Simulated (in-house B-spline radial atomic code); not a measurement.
# Binding energies in Al

NIST's tabulated ground configuration is [Ne] 3s2 3p1; each binding energy is the energy of the ion with one electron taken from that subshell, relaxed, less that of the parent. Method: Dirac-Kohn-Sham B3LYP, spherical fractional occupations, Fermi nucleus of rms radius 3.061 fm. Calculated with a B-spline radial code for spherical atoms. Energies include first-order Breit, QED and recoil terms.

Caution: exact exchange at fractional occupations of open shells leaves self-interaction of up to several eV.

| subshell | X-ray name | binding energy (eV) | -ε (eV) | relaxation (eV) |
| --- | --- | --- | --- | --- |
| 1s | K | 1589.1 | 1528.9 | -61.2 |
| 2s | L1 | 124.5 | 113.7 | -10.9 |
| 2p3/2 | L3 | 85.97 | 73.63 | -12.36 |
| 2p1/2 | L2 | 85.44 | 74.08 | -11.40 |
| 3s | M1 | 12.11 | 8.68 | -3.43 |
| 3p | M2,3 | 5.28 | 2.40 | -2.88 |

Relaxation = -ε minus the binding energy without Breit, QED and recoil terms. With a density functional, K lines can miss by some tenths of a per cent, more in light atoms. For a density functional the relaxation so defined is negative, because -ε of a Kohn-Sham level is smaller than the binding energy.

Emission lines follow as differences of binding energies, with λ = 12398.42 eV·Å / E:

```
 line       holes  energy (eV)  wavelength (Å)
 K-L3  1s → 2p3/2       1503.1          8.2484
 K-L2  1s → 2p1/2       1503.7          8.2455
L3-M1  2p3/2 → 3s         73.9          167.86
```

(1) What screening constant σ does Moseley's law, E = (3/4)·13.6057 eV·(Z - σ)², need for K-L3?

(2) What does it cost to remove both a 2p1/2 and a 3p electron?

(3) What does it cost to remove both a 1s and a 3p electron?

(4) What does it cost to remove both a 2s and a 3s electron?

## Answers

(1) σ = 0.86.

(2) 100.55 eV, which is 9.834 eV more than the two single binding energies together.

(3) 1604.6 eV, which is 10.25 eV more than the two single binding energies together.

(4) 148.08 eV, which is 11.45 eV more than the two single binding energies together.
